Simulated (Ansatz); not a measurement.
Coupled-cluster run, ClH5O2Si2, SMILES `O[SiH2]O[SiH2]Cl`.

```yaml
crystal:
  periodic: [false, false, false]
  atoms:
    - {symbol: O, position_ang: [-1.085162, -1.598188, 0.750579]}
    - {symbol: Si, position_ang: [0.400754, -1.402605, 0.097087]}
    - {symbol: O, position_ang: [0.859709, 0.175665, 0.085031]}
    - {symbol: Si, position_ang: [0.281587, 1.676297, -0.096740]}
    - {symbol: Cl, position_ang: [-1.585713, 1.592847, -0.971796]}
    - {symbol: H, position_ang: [-1.838554, -1.257172, 0.264613]}
    - {symbol: H, position_ang: [1.337588, -2.135677, 0.969128]}
    - {symbol: H, position_ang: [0.437236, -1.883109, -1.305760]}
    - {symbol: H, position_ang: [0.115934, 2.337587, 1.213509]}
    - {symbol: H, position_ang: [1.159620, 2.443255, -1.002754]}
basis:
  gaussian: {orbitals: def2-TZVPP}
correlation: {method: ccsd_t}
output: {orbitals: {seedname: orbitals}}
```

```sh
$ ansatz run in.yaml --threads 4 --pin off --events-out ev --progress --plain
```

Output of Ansatz, abridged:

```
Functional definition: HF
1521 factors; integrals over basis functions are off by at most 1.0e-3 eV
mean field evaluation 1: about -32385.4297 eV, gradient 4.9e1 eV
mean field evaluation 2: about -32385.7554 eV, gradient 5.0e1 eV
mean field evaluation 4: about -32390.3096 eV, gradient 3.5e0 eV
mean field evaluation 8: about -32390.3717 eV, gradient 2.5e-1 eV
mean field -32390.37194439 eV, -1190.3242139736 hartree, gradient 3.6e-6 eV, S^2 0.000000; 0 other end points of the search recorded, 0 dependent functions left out
17 core orbitals not correlated: weight in the atoms' cores, before any rotation towards them, 1.000 or more for the frozen orbitals, at most 0.000 for the correlated occupied ones
reference -32390.37194439 eV, -1190.3242139736 hartree; 16, 16 occupied and 225, 225 virtual orbitals, 1521 factors
second order -24.59135485 eV of doubles, -0.00000000 eV of singles
cycle   1  -25.14826618 eV  change   -5.6e-1 eV  update   1.0e-1
cycle   2  -25.74033885 eV  change   -5.9e-1 eV  update   3.0e-2
cycle   3  -25.86695451 eV  change   -1.3e-1 eV  update   1.5e-2
cycle   4  -25.85174115 eV  change    1.5e-2 eV  update   2.9e-3
cycle   5  -25.85104599 eV  change    7.0e-4 eV  update   1.3e-3
cycle   6  -25.85161392 eV  change   -5.7e-4 eV  update   3.5e-4
cycle   7  -25.85141569 eV  change    2.0e-4 eV  update   1.4e-4
cycle   8  -25.85138515 eV  change    3.1e-5 eV  update   3.8e-5
perturbative correction -0.93180165 eV, -0.0342430791 hartree
Total energy: -32417.15513119 eV, -1191.3084779343 hartree
```

Hardware: 4 threads of a server CPU on a shared host. Wall time 2.7 min, peak host memory 5.6 GiB.

The correlation energy is -26.783 eV, 3.5 % of it from (T); the T1 diagnostic reads 0.0109.
